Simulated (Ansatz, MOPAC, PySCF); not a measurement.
Stepwise substitution at one centre (Al CH3-SiH3). Gas-phase values, no solvent. Strings in code marks are SMILES.

Quantity: vertical ionisation energy (energy after one electron is removed minus that of the parent at the parent's geometry), in eV.

Level 1: frozen-core MP2/cc-pVTZ // r2SCAN-D4/def2-TZVP (Ansatz, an electronic-structure program)
Level 2: minus the HOMO energy of HF/3-21G // r2SCAN-D4/def2-TZVP (PySCF)
Level 3: minus the HOMO energy of PM6 // r2SCAN-D4/def2-TZVP (MOPAC)
Level 4: minus the HOMO energy of PM7 // r2SCAN-D4/def2-TZVP (MOPAC)

```csv
species,level 1,level 2,level 3,level 4
`[CH3][Al]([CH3])[SiH3]`,9.21,?,?,9.70
`[CH3][Al]([SiH3])[SiH3]`,9.05,9.43,9.24,?
`[SiH3][Al]([SiH3])[SiH3]`,9.21,9.71,9.62,11.78
```

Fill in the missing entries.


- `[CH3][Al]([CH3])[SiH3]`, level 2: 9.62
- `[CH3][Al]([CH3])[SiH3]`, level 3: 9.53
- `[CH3][Al]([SiH3])[SiH3]`, level 4: 9.81
